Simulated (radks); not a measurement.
Results of a calculation; reference values are marked as such.
Task: The table gives one normalised radial function P(r) = r R(r) of Nd in [Xe] 4f4 5d1 6s1 (r in bohr). Code: a radial shooting solver on a logarithmic mesh with Libxc functionals. Model: scalar-relativistic Kohn-Sham, BLYP, spin-polarised, spherical densities, finite nucleus; open shells are filled with parallel spins first (spin-orbit coupling, left out, can overturn this in heavy ions); Fermi nuclear charge, rms radius 4.9123 fm.

r,P
0.001141,0.0009
0.001328,0.0012
0.001558,0.0016
0.001814,0.0021
0.002112,0.0027
0.002478,0.0036
0.002885,0.0047
0.003386,0.0061
0.003941,0.0080
0.004588,0.0103
0.005385,0.0135
0.006268,0.0174
0.007356,0.0227
0.008564,0.0291
0.00997,0.0370
0.0117,0.0474
0.01362,0.0594
0.01598,0.0747
0.01861,0.0917
0.02166,0.1110
0.02542,0.1333
0.02959,0.1553
0.03473,0.1773
0.04043,0.1945
0.04707,0.2045
0.05523,0.2027
0.0643,0.1845
0.07546,0.1437
0.08784,0.0824
0.1023,0.0010
0.12,-0.0987
0.1397,-0.1925
0.1626,-0.2661
0.1909,-0.2982
0.2222,-0.2665
0.2607,-0.1596
0.3035,0.0007
0.3534,0.1867
0.4147,0.3583
0.4828,0.4451
0.5665,0.4136
0.6595,0.2579
0.7678,0.0060
0.901,-0.3053
1.049,-0.5797
1.231,-0.7865
1.433,-0.8733
1.668,-0.8510
1.958,-0.7355
2.279,-0.5776
2.675,-0.4032
3.114,-0.2589
3.625,-0.1497
4.254,-0.0742
4.952,-0.0332
5.811,-0.0121
6.765,-0.0038
7.876,-0.0010
9.242,-0.0002
10.76,0.0000
12.63,0.0000
14.7,0.0000

Which n and l does it have? It may be an empty orbital.

Result: n = 5, l = 1: the number of nodes gives n - l - 1 = 3, the rise at small r (about r^(l+1), flatter next to the nucleus through relativity) gives l, and the extent must fit the shell. The curve is that of 5p up; the table hardly tells the two spins apart. 5p up: eigenvalue -21.116 eV, 3 radial nodes at r = 0.102, 0.303, 0.770 bohr, <r> = 1.73 bohr, 90 % of the charge inside 2.56 bohr.
